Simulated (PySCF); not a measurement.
Mo(S)(Cl)(OH)3 (ClH₃MoO₃S), SMILES [OH][Mo]([OH])([OH])(=[S])[Cl], multiplicity 1.

Geometry optimised at r2SCAN-D4/def2-SVP. A frequency run showed that this geometry is not a minimum. The multiplicity is an assumed one; other spin states were not compared. The def2 effective core potentials stand for the cores of Mo; spin–orbit coupling is left out. Other conformers were not sampled.

Vertical ionisation energy (IE) and electron affinity (EA) in eV. Rows of orbital energies are one-electron estimates. Where ΔSCF, EOM or ADC give a negative EA the extra electron is unbound and the value depends on the basis.

```csv
level,IE,EA
"−ε(HOMO), −ε(LUMO), PBE0/def2-TZVP (PySCF)",___,___
"−ε(HOMO), −ε(LUMO), PBE/def2-TZVP (PySCF)",6.83,4.19
```

**Question.** Complete the blanks. (Estimate from the structure and the level; the computed values follow.)

**Answer.** 
- −ε(HOMO), −ε(LUMO), PBE0/def2-TZVP (PySCF), IE: 8.17
- −ε(HOMO), −ε(LUMO), PBE0/def2-TZVP (PySCF), EA: 3.65
